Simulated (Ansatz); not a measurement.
Ansatz results at the PBE0-D4/def2-TZVP geometry: HOMO–LUMO gap (ωB97M-V/def2-TZVPP) 11.36 eV; HOMO–LUMO gap (B3LYP/def2-TZVPP) 6.70 eV; HOMO–LUMO gap (PBE/def2-TZVPP) 4.90 eV.

Each molecule was computed in one conformer, which needn't be the lowest.

**Question.** Which molecule gave them?
A. `O[Si](F)(Br)O[SiH3]`
B. `CN(C)[Si](Br)(Br)N(C)C`
C. `C[SiH2]Br`
D. `C[Si](O)([SiH3])Cl`

**Answer.** B. The others give `C[SiH2]Br`: 12.40, 7.92, 6.22; `O[Si](F)(Br)O[SiH3]`: 12.47, 8.04, 6.34; `C[Si](O)([SiH3])Cl`: 11.76, 7.57, 5.90.

B3LYP here is the variant with VWN-RPA as its local correlation; programs differ in this.
